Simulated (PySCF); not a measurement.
Computed Raman spectrum (relative Raman activity) of a molecule C2H4Cl2Si. The structure is a stationary point at B3LYP-D3(BJ)/def2-SVP. The values are those of a single conformer. Method: B3LYP-D3(BJ)/def2-SVP in PySCF. Frequencies are harmonic and unscaled.

Lines under 2 % of the strongest are left out, and lines within 2 cm⁻¹ are merged.

ν (cm⁻¹): 72 (w), 167 (w), 172 (vw), 323 (w), 524 (w), 597 (w), 727 (vw), 812 (w), 819 (w), 1013 (w), 1272 (w), 1422 (m), 1666 (m), 2271 (vs), 3117 (vs), 3148 (vs), 3209 (vs) (against the strongest line: vs over 80 %, s over 45 %, m over 15 %, w over 4 %, vw less)

**Question.** Identify the compound among the candidates.
(A) C=C[SiH](Cl)Cl
(B) [SiH3]C=C(Cl)Cl
(C) C=C(Cl)[SiH2]Cl
(D) Cl/C=C\[SiH2]Cl

**Answer.** A, C=C[SiH](Cl)Cl
